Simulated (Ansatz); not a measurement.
Ligand exchange: C2H10OSi2 + Ge(OH)4 → CH8O2Si2 + Ge(CH3)(OH)3

Species: C2H10OSi2 `C[SiH2]C[SiH2]O`, singlet; Ge(OH)4, singlet; CH8O2Si2 `O[SiH2]C[SiH2]O`, singlet; Ge(CH3)(OH)3, singlet. The partners trade CH3 for OH: Si–CH3 and Ge–OH bonds give way to Si–OH and Ge–CH3.

Shapes, held fixed at every level: PBE0-D4/def2-TZVP. Flexible molecules stand in one conformer, not always the lowest. Programs: Ansatz 0.2.0. Electronic energies: no zero-point or thermal term.

```csv
level,kind,ΔE (kJ/mol),less CCSD(T)/def2-TZVPP
r2SCAN-D4/def2-TZVPP,meta-GGA,-60.4,-1.1
B3LYP-D4/def2-TZVPP,global hybrid,-64.7,-5.4
PBE0-D4/def2-TZVPP,global hybrid,-59.6,-0.3
wB97X-V/def2-TZVPP,range-separated hybrid,-60.2,-0.9
B2PLYP/def2-TZVPP,double hybrid,-62.4,-3.1
MP2/def2-TZVPP,perturbation theory,-61.8,-2.5
CCSD(T)/def2-TZVPP,coupled cluster or CI,-59.3,0.0
```

The highest level, CCSD(T)/def2-TZVPP, gives ΔE = -59.3 kJ/mol; the levels span -64.7 to -59.3. The column of differences is taken from that level and isn't an error. No measured value is set beside it here. Relativity is left out for Ge. Outer-core shells of Ge are correlated in most correlated rows, in sets that cover them unevenly.
